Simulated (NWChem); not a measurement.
System: BiH₂O₂F; SMILES [F][Bi]([OH])[OH]

Input file for NWChem:

```
start job
memory heap 200 mb stack 900 mb global 1100 mb
geometry units angstroms
  Bi     0.000206     0.002609     0.241598
  F     -0.694343    -1.404862    -1.085263
  O     -0.936916     1.436074    -0.828947
  H     -0.904031     1.264313    -1.768588
  O      1.716962     0.116168    -0.815977
  H      1.567517     0.035090    -1.756509
end
basis spherical
  * library def2-svp
end
ecp
  Bi library def2-ecp
end
dft
  xc pbe0
  iterations 150
end
driver
  maxiter 120
end
task dft optimize
dft
  grid fine
  convergence energy 1d-8 density 1d-7
end
task dft freq numerical
```

def2 effective core potentials on Bi; no spin-orbit coupling. The optimisation ended at a saddle point (imaginary frequency).

The level has its own optimisation; frequencies are unscaled.

### Question
Give the results of this calculation. (PBE0/def2-SVP with def2 effective core potentials on Bi.) Quantities: r Bi–F (Å); r Bi–O (Å); r H–O (Å); highest harmonic frequency (cm⁻¹); lowest (cm⁻¹); zero-point energy (kcal/mol).

### Answer
```
Item                               Value
---------------------------------  -----
r Bi–F (Å)                         2.039
r Bi–O (Å)                         2.072
r H–O (Å)                          0.967
highest harmonic frequency (cm⁻¹)   3864
lowest (cm⁻¹)                       -105
zero-point energy (kcal/mol)        17.1
```
